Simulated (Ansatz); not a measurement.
One change: `C[NH][Al]([Cl])[Cl]` becomes `[Cl][Al]([Cl])[GeH3]`.

Ansatz, PBE0-D4/def2-TZVP geometries, multiplicity 1. Each molecule was computed in one conformer, which needn't be the lowest.

Scalar relativity is left out up to krypton.

```csv
property,`C[NH][Al]([Cl])[Cl]`
HOMO–LUMO gap (PBE0/def2-TZVPP) / eV,6.75
HOMO energy (B3LYP/def2-TZVPP) / eV,-7.05
LUMO energy (PBE/def2-TZVPP) / eV,-1.38
HOMO energy (PBE/def2-TZVPP) / eV,-5.94
LUMO energy (PBE0/def2-TZVPP) / eV,-0.53
HOMO–LUMO gap (B3LYP/def2-TZVPP) / eV,6.25
```

**Question.** What does the change do to each property? (Best estimate.)

**Answer.** Computed: 
```csv
property,`[Cl][Al]([Cl])[GeH3]`,shift
HOMO–LUMO gap (PBE0/def2-TZVPP) / eV,6.50,-0.25
HOMO energy (B3LYP/def2-TZVPP) / eV,-8.06,-1.01
LUMO energy (PBE/def2-TZVPP) / eV,-2.50,-1.12
HOMO energy (PBE/def2-TZVPP) / eV,-7.16,-1.22
LUMO energy (PBE0/def2-TZVPP) / eV,-1.78,-1.25
HOMO–LUMO gap (B3LYP/def2-TZVPP) / eV,6.13,-0.12
```

With PBE0 the HOMO falls by 1.00 eV and the LUMO falls by 1.25 eV, so the gap narrows by about 0.25 eV. PBE moves the HOMO by -1.22 eV and ωB97M-V by -0.65 eV. The zero-point energy changes by -82.8 kJ/mol with -6 modes.

B3LYP here is the variant with VWN-RPA as its local correlation; programs differ in this.
